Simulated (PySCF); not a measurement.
Problem. Write a Z-matrix for `B[BH][BiH2]` as optimised with PBE0-D3(BJ)/def2-SVP.

Solution. 
Z-matrix in Å and degrees, rows numbered from 1:
```
B 
B   1  1.6020
Bi  2  2.3959  1   91.57
H   1  1.2112  2  121.39  3   -91.34
H   1  1.2140  2  120.47  3    84.23
H   2  1.1997  1  150.40  3   179.19
H   3  1.7977  2   87.44  1    96.59
H   3  1.8082  2   89.16  1     5.81
```

B1 (three-coordinate boron) is planar (angles 121.4°, 120.5° and 118.0°, sum 359.9°, 0.03 Å off the plane of its three neighbours). B2 (three-coordinate boron) has angles 150.4°, 118.0° and 91.6°, sum 360.0°, 0.00 Å off the plane of its three neighbours. Bi3 (bismuth bonded to B and 2 H) is pyramidal (angles 90.7°, 89.2° and 87.4°, sum 267.3°, 1.14 Å off the plane of its three neighbours).

Method: PySCF, PBE0-D3(BJ)/def2-SVP geometry optimisation, gas phase, def2 core potentials past Kr.

No PBE0-D3(BJ)/def2-SVP frequencies stand behind this structure, so it isn't proved a minimum. One conformer, not necessarily the lowest (H–B1–B2–Bi3 -91° and 84°, B1–B2–Bi3–H 97° and 6°).

On Arm Neoverse N1, one thread, on a shared host, this took 28 s of wall time and 0.36 GiB of memory at its peak. This is the geometry optimisation.
